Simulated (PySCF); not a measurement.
Which functional comes closest?

Molecule: `COc1cccs1`, C$_{5}$H$_{6}$OS.

Geometry:
```csv
atom,x (Å),y (Å),z (Å)
C1,2.577,0.351,0.197
O2,1.594,-0.274,-0.585
C3,0.314,-0.073,-0.258
C4,-0.767,-0.587,-0.928
C5,-1.998,-0.194,-0.332
C6,-1.843,0.603,0.768
S7,-0.176,0.897,1.107
H8,2.465,1.450,0.179
H9,2.535,0.007,1.246
H10,3.549,0.081,-0.233
H11,-0.662,-1.218,-1.809
H12,-2.976,-0.495,-0.711
H13,-2.607,1.042,1.407
```

Geometry PBE0-D3(BJ)/def2-SVP throughout; GIAO in PySCF 2.14, gas phase, one conformer, non-relativistic; equivalent atoms averaged; basis pcSseg-1.

Reference values (estimated from measurements, as parent shift plus tabulated substituent increments; solution, not stated per compound (mostly CDCl3 or CCl4); Pretsch, Buehlmann, Badertscher, Structure Determination of Organic Compounds, 4th ed. (2009)): δ(H11) = 6.16 ppm, δ(H12) = 6.68 ppm, δ(H13) = 6.49 ppm. Computed shifts are taken against TMS, calculated as an isolated molecule at each level.

How do the functionals BP86, KT3, B3LYP, PBE0, mPW1PW91, WP04, B97-2, BHandHLYP perform against the reference? Times are CPU seconds on shared hosts with different chips, so compare them loosely; the GGAs took longer than the global hybrids here, which isn't the general rule, and the cause wasn't traced.

Results:


| functional | kind | H11 | H12 | H13 | mean abs. error H | core-s |
| --- | --- | --- | --- | --- | --- | --- |
| BP86 | GGA | 6.26 | 6.77 | 6.12 | 0.19 | 21 |
| KT3 | GGA | 6.17 | 6.67 | 6.06 | 0.15 | 21 |
| B3LYP | global hybrid | 6.27 | 6.77 | 6.17 | 0.17 | 13 |
| PBE0 | global hybrid | 6.37 | 6.89 | 6.27 | 0.21 | 13 |
| mPW1PW91 | global hybrid | 6.35 | 6.87 | 6.27 | 0.20 | 15 |
| WP04 | global hybrid | 6.09 | 6.57 | 6.12 | 0.18 | 16 |
| B97-2 | global hybrid | 6.31 | 6.83 | 6.23 | 0.19 | 13 |
| BHandHLYP | global hybrid | 6.37 | 6.88 | 6.29 | 0.20 | 13 |

For $^{1}$H the closest is KT3 (0.15 ppm, with B3LYP practically level) and the furthest PBE0 (0.21 ppm). One molecule is a small sample, and vibrational and solvent effects are absent from the calculation.
